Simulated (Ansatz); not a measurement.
Abridged output of a molecular run in Ansatz:

```
Functional definition: HF
1393 factors; integrals over basis functions are off by at most 9.6e-4 eV
mean field evaluation 1: about -27798.7049 eV, gradient 2.9e1 eV
mean field evaluation 2: about -27799.0409 eV, gradient 3.0e1 eV
mean field evaluation 4: about -27801.4535 eV, gradient 3.4e0 eV
mean field evaluation 8: about -27801.5237 eV, gradient 2.3e-1 eV
mean field evaluation 16: about -27801.5242 eV, gradient 1.5e-6 eV
mean field -27801.52415573 eV, -1021.6871681732 hartree, gradient 1.5e-6 eV, S^2 0.000000; 0 other end points of the search recorded, 0 dependent functions left out
16 core orbitals not correlated: weight in the atoms' cores, before any rotation towards them, 1.000 or more for the frozen orbitals, at most 0.000 for the correlated occupied ones
reference -27801.52415573 eV, -1021.6871681732 hartree; 13, 13 occupied and 212, 212 virtual orbitals, 1393 factors
second order -17.90850591 eV of doubles, -0.00000000 eV of singles
cycle   1  -18.80520338 eV  change   -9.0e-1 eV  update   1.0e-1
cycle   2  -19.32980006 eV  change   -5.2e-1 eV  update   3.2e-2
cycle   3  -19.43421066 eV  change   -1.0e-1 eV  update   1.6e-2
cycle   4  -19.42560719 eV  change    8.6e-3 eV  update   3.9e-3
cycle   5  -19.42289883 eV  change    2.7e-3 eV  update   1.5e-3
cycle   6  -19.42293831 eV  change   -3.9e-5 eV  update   4.8e-4
cycle   7  -19.42268369 eV  change    2.5e-4 eV  update   1.8e-4
cycle   8  -19.42265897 eV  change    2.5e-5 eV  update   6.0e-5
cycle   9  -19.42269514 eV  change   -3.6e-5 eV  update   2.4e-5
cycle  10  -19.42269478 eV  change    3.6e-7 eV  update   8.4e-6
perturbative correction -0.68654119 eV, -0.0252299233 hartree
Total energy: -27821.63339169 eV, -1022.4261689642 hartree
```

Its atoms:

Z-matrix (Å, degrees):
```
Si
P 1 2.240
F 1 1.602 2 107.7
H 1 1.484 2 109.0 3 117.5
H 1 1.485 2 114.5 3 -118.6
Si 2 2.254 1 96.1 3 90.9
H 2 1.424 1 91.9 3 -174.0
H 6 1.485 2 108.8 1 173.0
H 6 1.486 2 113.0 1 51.5
H 6 1.485 2 107.2 1 -68.9
```

(1) Which basis set was used?
A. def2-TZVPP
B. def2-SVPD
C. def2-TZVPPD
D. cc-pV(Q+d)Z

(2) Write the keys of the input that set method, charge and spin (a neutral closed shell needs none for the last two).

## Answers

(1) A. It gives 241 functions.

(2) 
```yaml
correlation: {method: ccsd_t}
```
